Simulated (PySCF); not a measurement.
First SCF of a structure search on triplet ZrBr₂, at a hand-made linear geometry. PySCF input:

```python
from pyscf import gto, scf, dft
mol = gto.M(atom='''
Zr     0.000000     0.000000     0.000000
Br     0.000000     0.000000     2.680000
Br     0.000000     0.000000    -2.680000''',
    basis={'Zr': 'def2-TZVP', 'Br': 'def2-TZVP'},
    ecp={'Zr': 'def2-TZVP'},
    charge=0, spin=2)
mf = dft.UKS(mol, xc='PBE')
mf.grids.atom_grid = (50, 194)
aux = {'Zr': 'def2-universal-JKFIT', 'Br': 'def2-universal-JKFIT'}
mf = mf.density_fit(auxbasis=aux)
mf.conv_tol = 1e-08
mf.diis_space = 10
mf.max_cycle = 60
mf.init_guess = 'minao'
mf.verbose = 4
mf.kernel()
```

Excerpt of the output (cycles alone); where DIIS stalls, ADIIS, DIIS with a small level shift and a second-order solver take over in turn:

```
init E= -5187.28691087275
cycle= 1 E= -5185.94061127962  delta_E= 1.35  |g|=  3.7  |ddm|= 3.67
cycle= 2 E= -5148.90793652198  delta_E=   37  |g|= 4.32  |ddm|= 9.43
cycle= 3 E= -5176.41538517263  delta_E= -27.5  |g|= 4.81  |ddm|= 10.5
cycle= 4 E= -5177.32875973492  delta_E= -0.913  |g|= 4.72  |ddm|= 0.31
cycle= 5 E= -5177.3346614083  delta_E= -0.0059  |g|= 4.72  |ddm|= 0.00194
cycle= 6 E= -5177.09634814143  delta_E= 0.238  |g|= 4.77  |ddm|= 0.768
cycle= 7 E= -5177.8323342996  delta_E= -0.736  |g|= 4.69  |ddm|= 0.268
cycle= 8 E= -5177.27038652067  delta_E= 0.562  |g|= 4.75  |ddm|= 0.21
cycle= 9 E= -5177.99935553458  delta_E= -0.729  |g|= 4.65  |ddm|= 0.258
cycle= 10 E= -5186.88671582777  delta_E= -8.89  |g|= 3.67  |ddm|= 3.52
cycle= 11 E= -5185.66259060351  delta_E= 1.22  |g|=  3.8  |ddm|= 1.84
cycle= 12 E= -5185.62834529851  delta_E= 0.0342  |g|=  3.8  |ddm|= 0.705
cycle= 13 E= -5148.03553256142  delta_E= 37.6  |g|= 4.29  |ddm|= 9.74
... 38 lines left out ...
cycle= 52 E= -5194.67469946642  delta_E= -9.32e-07  |g|= 0.0013  |ddm|= 0.0119
cycle= 53 E= -5194.67469861567  delta_E= 8.51e-07  |g|= 0.00151  |ddm|= 0.0112
cycle= 54 E= -5194.67469746167  delta_E= 1.15e-06  |g|= 0.00178  |ddm|= 0.0128
cycle= 55 E= -5194.67470004672  delta_E= -2.59e-06  |g|= 0.00116  |ddm|= 0.0341
cycle= 56 E= -5194.67469968624  delta_E= 3.6e-07  |g|= 0.00127  |ddm|= 0.00554
cycle= 57 E= -5194.67470163613  delta_E= -1.95e-06  |g|= 5.54e-05  |ddm|= 0.0784
cycle= 58 E= -5194.67470175633  delta_E= -1.2e-07  |g|= 2.4e-05  |ddm|= 0.0121
cycle= 59 E= -5194.67470174207  delta_E= 1.43e-08  |g|= 1.96e-05  |ddm|= 0.00217
cycle= 60 E= -5194.67470177707  delta_E= -3.5e-08  |g|= 4.61e-06  |ddm|= 0.0069
SCF not converged.
init E= -5187.28691087275
cycle= 1 E= -5185.9406112453  delta_E= 1.35  |g|=  3.7  |ddm|= 3.67
cycle= 2 E= -5148.90793624352  delta_E=   37  |g|= 4.32  |ddm|= 9.43
cycle= 3 E= -5192.5194430076  delta_E= -43.6  |g|= 1.62  |ddm|= 9.19
cycle= 4 E= -5194.64537579372  delta_E= -2.13  |g|= 0.31  |ddm|= 5.02
cycle= 5 E= -5194.56423320814  delta_E= 0.0811  |g|= 0.486  |ddm|= 0.597
cycle= 6 E= -5194.66993819413  delta_E= -0.106  |g|= 0.136  |ddm|= 0.371
cycle= 7 E= -5194.6668130088  delta_E= 0.00313  |g|= 0.131  |ddm|= 0.185
cycle= 8 E= -5194.67421880352  delta_E= -0.00741  |g|= 0.0376  |ddm|= 0.122
cycle= 9 E= -5194.67244435732  delta_E= 0.00177  |g|= 0.0566  |ddm|= 0.103
cycle= 10 E= -5194.67459109244  delta_E= -0.00215  |g|= 0.0209  |ddm|= 0.0554
cycle= 11 E= -5194.67466721057  delta_E= -7.61e-05  |g|= 0.0109  |ddm|= 0.026
cycle= 12 E= -5194.67468780195  delta_E= -2.06e-05  |g|= 0.00479  |ddm|= 0.0133
cycle= 13 E= -5194.67468670542  delta_E= 1.1e-06  |g|= 0.00342  |ddm|= 0.00811
cycle= 14 E= -5194.67469260729  delta_E= -5.9e-06  |g|= 0.00296  |ddm|= 0.00559
cycle= 15 E= -5194.67469479886  delta_E= -2.19e-06  |g|= 0.0019  |ddm|= 0.00345
cycle= 16 E= -5194.67469565124  delta_E= -8.52e-07  |g|= 0.000699  |ddm|= 0.00175
cycle= 17 E= -5194.67469568087  delta_E= -2.96e-08  |g|= 0.000591  |ddm|= 0.000876
cycle= 18 E= -5194.67469576093  delta_E= -8.01e-08  |g|= 0.000103  |ddm|= 0.000459
cycle= 19 E= -5194.67469570729  delta_E= 5.36e-08  |g|= 0.000296  |ddm|= 0.000428
cycle= 20 E= -5194.67469576176  delta_E= -5.45e-08  |g|= 9.65e-05  |ddm|= 0.000218
SCF not converged.
init E= -5194.67469576176
cycle= 1 E= -5194.67469574858  delta_E= 1.32e-08  |g|= 0.000183  |ddm|= 0.000282
cycle= 2 E= -5194.67469570517  delta_E= 4.34e-08  |g|= 0.000331  |ddm|= 0.000506
cycle= 3 E= -5194.67469576267  delta_E= -5.75e-08  |g|= 7.78e-05  |ddm|= 0.000241
cycle= 4 E= -5194.67469576743  delta_E= -4.76e-09  |g|= 2.39e-05  |ddm|= 6.65e-05
Extra cycle  E= -5194.67469576326  delta_E= 4.17e-09  |g|= 8.19e-05  |ddm|= 0.000137
converged SCF energy = -5194.67469576326  <S^2> = 2.0091978  2S+1 = 3.0061256
```

No lower solution of this spin was found from smeared starts or by a stability analysis within the unrestricted form.

With open d or f shells other occupations or spin states may lie lower.

The search for the lowest solution, 3 starts and the stability check together, took 42 s on 4 threads of a shared Arm Neoverse V1 host, with 136 basis functions; the process peaked at 0.45 GiB.
